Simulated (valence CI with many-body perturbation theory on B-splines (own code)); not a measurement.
**Pm XII: E2, M1 decay**

Computed by configuration interaction combined with many-body perturbation theory (CI+MBPT): four valence electrons over a frozen Dirac-Fock core [Kr] 4d10, a basis of 7 s, 7 p, 7 d, 7 f, 4 g, 2 h functions for each j, with the one-electron correlation potential Σ1 (screened to all orders), the two-electron term Σ2, the three-electron term Σ3, Breit, model QED; selected single and double excitations, second order for the rest, scaled by the run's own slope (own B-spline code, finite nucleus).

No measured spectrum was set against this ion. As an estimate, terms of the open shell hold to a few per cent of their energy, and close levels can change places; configurations with another count of f electrons can be misplaced by thousands of cm⁻¹.

Lines 1 to 50 of 120 in falling wavelength, among levels below 29.528 eV, chosen from the decays that carry over 1 % of a level's rate. Wavelengths and rates use the calculated energies, so an error of 2000 cm⁻¹ moves a line at 1911 nm by 38 % and its rate by three times that or more. Electric multipoles are in the length gauge, E1 and E2 with the static RPA response of the core. Weak lines are less certain than strong ones. Lines between different terms over intervals too small for the method are left out, as are lines whose strength nearly cancels. Intervals below about 2000 cm⁻¹, as at the head of this list, are uncertain by tens of per cent.

Names give the largest LS component (configuration and term), which can be under half, so a name can repeat, a term be missing and a line seem to break the LS rules; names also repeat where a configuration has a term twice. Letters in brackets count levels of one name in rising energy.

```csv
λ vac (nm),Upper,Lower,Type,A (s⁻¹),Branch %
8040,4f3 5s 3L°_9,4f3 5s 3L°_8,M1,4.44e-02,2.5
7987,4f2 5s2 3P_1,4f2 5s2 3P_0,M1,3.50e-02,2.9
5513,4f3 5s 3K°_8,4f3 5s 3K°_7,M1,1.33e-01,1.7
4637,4f2 5s2 3P_2,4f2 5s2 3P_1,M1,1.23e-01,2.8
4149,4f3 5s 5I°_8,4f3 5s 5I°_7,M1,5.64e-01,100.0
4010,4f 5s2 5p 3F_3,4f 5s2 5p 3F_2,M1,2.08e-01,1.4
3911,4f2 5s2 3F_3,4f2 5s2 3F_2,M1,4.19e-01,90.8
2609,4f2 5s2 3H_5,4f2 5s2 3H_4,M1,1.44e+00,100.0
2565,4f2 5s2 3H_6,4f2 5s2 3H_5,M1,1.33e+00,100.0
1911,4f2 5s2 1G_4,4f2 5s2 3F_4,M1,1.25e+00,28.4
1756,4f2 5s2 1G_4,4f2 5s2 3F_3,M1,1.57e+00,35.7
1446,4f 5s2 5p 3F_3,4f 5s2 5p 3G_3,M1,2.26e-01,1.6
1403,4f2 5s2 3F_4,4f2 5s2 3H_5,M1,2.64e-01,21.7
1380,4f3 5s 3L°_8,4f3 5s 1K°_7,M1,9.50e-01,34.0
1334,4f2 5s2 3P_1,4f2 5s2 1D_2,M1,9.10e-01,74.3
1259,4f2 5s2 3F_2,4f2 5s2 3H_4,E2,1.53e-04,100.0
1086,4f 5s2 5p 3G_4,4f 5s2 5p 3G_3,M1,8.96e+00,34.2
1036,4f2 5s2 3P_2,4f2 5s2 1D_2,M1,3.25e+00,73.8
952.4,4f2 5s2 3F_3,4f2 5s2 3H_4,M1,4.24e-02,9.2
920.0,4f3 5s 3K°_8,4f3 5s 3I°_7 [a],M1,3.26e-01,4.0
912.3,4f2 5s2 3F_4,4f2 5s2 3H_4,M1,9.50e-01,78.2
809.0,4f2 5s2 1G_4,4f2 5s2 3H_5,M1,8.77e-01,20.0
735.0,4f3 5s 3L°_8,4f3 5s 3K°_8,M1,1.48e+00,52.9
673.4,4f3 5s 3L°_9,4f3 5s 3K°_8,M1,1.66e+00,95.1
648.5,4f3 5s 3L°_8,4f3 5s 3K°_7,M1,2.35e-01,8.4
617.5,4f2 5s2 1G_4,4f2 5s2 3H_4,M1,6.98e-01,15.9
592.8,4f2 5s2 1D_2,4f2 5s2 3F_3,M1,4.70e+00,55.0
514.7,4f2 5s2 1D_2,4f2 5s2 3F_2,M1,3.83e+00,44.9
423.2,4f3 5s 1L°_8,4f3 5s 3K°_7,M1,2.06e+00,45.9
410.4,4f2 5s2 3P_1,4f2 5s2 3F_3,E2,8.43e-02,6.9
389.5,4f2 5s2 3P_0,4f2 5s2 3F_2,E2,1.70e-01,100.0
385.5,4f3 5s 3K°_8,4f3 5s 5I°_8,M1,5.16e+00,63.7
380.2,4f2 5s2 1I_6,4f2 5s2 3H_6,M1,2.34e+00,47.9
377.0,4f2 5s2 3P_2,4f2 5s2 3F_3,M1,8.64e-01,19.6
371.4,4f2 5s2 3P_1,4f2 5s2 3F_2,M1,1.29e-01,10.5
371.4,4f2 5s2 3P_1,4f2 5s2 3F_2,E2,6.61e-02,5.4
352.7,4f3 5s 3K°_8,4f3 5s 5I°_7,M1,2.47e+00,30.6
343.9,4f2 5s2 3P_2,4f2 5s2 3F_2,M1,5.30e-02,1.2
331.1,4f2 5s2 1I_6,4f2 5s2 3H_5,M1,2.54e+00,52.0
285.5,4f 5s2 5p 3F_3,4f2 5s2 1D_2,M1,1.85e-01,1.3
285.5,4f 5s2 5p 3F_3,4f2 5s2 1D_2,E2,1.62e-01,1.1
259.0,4f 5s2 5p 1F_3,4f 5s2 5p 3F_3,M1,4.03e+01,3.6
254.6,4f 5s2 5p 3G_3,4f2 5s2 1G_4,M1,1.60e-01,1.5
252.9,4f3 5s 3L°_8,4f3 5s 5I°_8,M1,5.47e-02,2.0
245.2,4f3 5s 3L°_9,4f3 5s 5I°_8,M1,3.81e-02,2.2
243.7,4f 5s2 5p 3F_4,4f 5s2 5p 3G_4,M1,2.79e+02,22.4
243.3,4f 5s2 5p 1F_3,4f 5s2 5p 3F_2,M1,3.51e+02,31.2
243.0,4f2 5s2 1S_0,4f2 5s2 3P_1,M1,4.91e+01,85.7
238.3,4f3 5s 3L°_8,4f3 5s 5I°_7,M1,6.60e-02,2.4
230.9,4f 5s2 5p 3F_4,4f 5s2 5p 3F_3,M1,1.84e+02,14.8
```
